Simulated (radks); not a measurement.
Species: B+. Configuration: [He] 2s1 5s1 (not the ground configuration).

Method: non-relativistic Kohn-Sham, LDA (Slater exchange, Perdew-Wang correlation), spin-polarised, spherical densities, point nucleus; open shells are filled with parallel spins first; computed with a radial shooting solver on a logarithmic mesh with Libxc functionals.

Energy parts (eV):
part                     energy
total                  -632.463
kinetic                 628.961
electron-nucleus      -1393.132
Hartree                 213.417
exchange-correlation    -81.709

Orbitals (lengths in bohr, moments of r in powers of bohr):
orbital  occ.  eigenvalue (eV)     <r>
1s up       1        -206.7692  0.3310
1s down     1        -205.9559  0.3305
2s up       1         -30.0127   1.635
2s down     0         -26.3822   1.685
5s up       1          -2.3774   14.53
5s down     0          -2.1281   14.93

The highest occupied level is 5s up at -2.377 eV. The configuration is held as typed, so some empty levels lie below it. Virial ratio -V/T = 2.00557.
